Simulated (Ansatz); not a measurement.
Consider the formal exchange of groups at a C–N bond: `C[N](C)[In]([Cl])[Cl]` + `[CH3][Mg][Br]` → `C[CH2][Mg][Br]` + `C[NH][In]([Cl])[Cl]`.

Calculated with Ansatz (gas phase, PBE0-D4/def2-TZVP geometries, no zero-point term in ΔE). CBS: MP2 limit from def2 TZ/QZ plus the TZ coupled-cluster correction, frozen cores. Functionals use def2-TZVPP. B3LYP here is the variant with VWN-RPA as its local correlation; programs differ in this. Elements past krypton have def2 core potentials. For Br, In, Mg outer-core shells are correlated without core-valence functions, which leaves a few kJ/mol of doubt a bond. Scalar relativity is left out up to krypton. One conformer a species, not always the lowest.

`C[N](C)[In]([Cl])[Cl]`:

Cartesian coordinates in Å:
```
C 0.845 -1.207 -0.018
N 0.045 -0.009 -0.037
C 0.372 0.902 -1.104
In -1.392 0.349 1.283
Cl -1.847 -1.177 2.954
Cl -2.624 2.297 1.168
H 1.913 -0.973 0.098
H 0.734 -1.778 -0.951
H 0.557 -1.861 0.808
H 0.238 0.431 -2.089
H 1.418 1.235 -1.039
H -0.261 1.791 -1.073
```

`[CH3][Mg][Br]`:

```xyz
6

C     0.670   -0.204    0.534
Mg   -0.903    0.275   -0.720
Br   -2.687    0.818   -2.142
H     1.556    0.398    0.310
H     0.953   -1.255    0.435
H     0.412   -0.031    1.582
```

`C[CH2][Mg][Br]`:

```xyz
9

C     0.342   -0.116   -1.179
C     0.130   -0.608    0.254
Mg   -0.663    0.779    1.596
Br   -1.557    2.346    3.098
H     1.032    0.732   -1.225
H     0.759   -0.897   -1.826
H    -0.592    0.212   -1.645
H    -0.531   -1.483    0.255
H     1.079   -0.966    0.671
```

`C[NH][In]([Cl])[Cl]`:

Cartesian coordinates in Å:
```
C 1.382 0.202 0.207
N 0.229 -0.659 0.041
In -1.637 -0.025 -0.211
Cl -2.160 2.171 0.283
Cl -3.354 -1.447 -0.802
H 2.082 -0.224 0.935
H 1.073 1.175 0.593
H 1.932 0.379 -0.725
H 0.453 -1.572 -0.323
```

(1) Is it downhill or uphill in electronic energy at CCSD(T)/CBS, and by how much? (An estimate is asked.)

(2) What do these levels give: LDA (SPW92), BLYP-D4, B3LYP-D4, BHLYP-D4, CAM-B3LYP-D4, r2SCANh, BHLYP, CAM-B3LYP, LC-ωPBE, RPA@PBE/def2-TZVPP, SCS-MP2/def2-TZVPP, HF/def2-QZVPP? (Estimate.)

(3) What do rigid-rotor, harmonic-oscillator terms from PBE0-D4/def2-TZVP frequencies (298.15 K, 1 bar) make of the CCSD(T)/CBS value? (Estimate.)

Largest T1 diagnostic among the species: 0.014.

Answers

(1) The calculation gave: Nearly level: ΔE = -0.6 kJ/mol.

(2) The calculation gave: LDA (SPW92) 4.0, BLYP-D4 0.9, B3LYP-D4 -0.1, BHLYP-D4 -0.5, CAM-B3LYP-D4 0.2, r2SCANh -1.5, BHLYP -5.1, CAM-B3LYP -3.1, LC-ωPBE -5.3, RPA@PBE/def2-TZVPP -0.3, SCS-MP2/def2-TZVPP -1.1, HF/def2-QZVPP -6.9 kJ/mol.

(3) Computed: ΔZPE = +3.8 kJ/mol, ΔH = +2.6 kJ/mol, ΔS = 20 J/(mol·K), ΔG = -3.3 kJ/mol.

In def2-TZVPP, CCSD(T) changes the Hartree–Fock value by +6.9 kJ/mol (the triples alone add +1.7 kJ/mol) and MP2 by +8.0 kJ/mol. At CCSD(T), def2-SVP lies +3.4 kJ/mol from the extrapolated value and def2-TZVPP +0.2 kJ/mol. Leaving LDA and LC-ωPBE aside and taking each functional with its dispersion term where it has one, the values, not all of them listed here, spread over 3.7 kJ/mol, from B2PLYP to B97M-V. LDA lies +8.8 kJ/mol from PBE without D4.
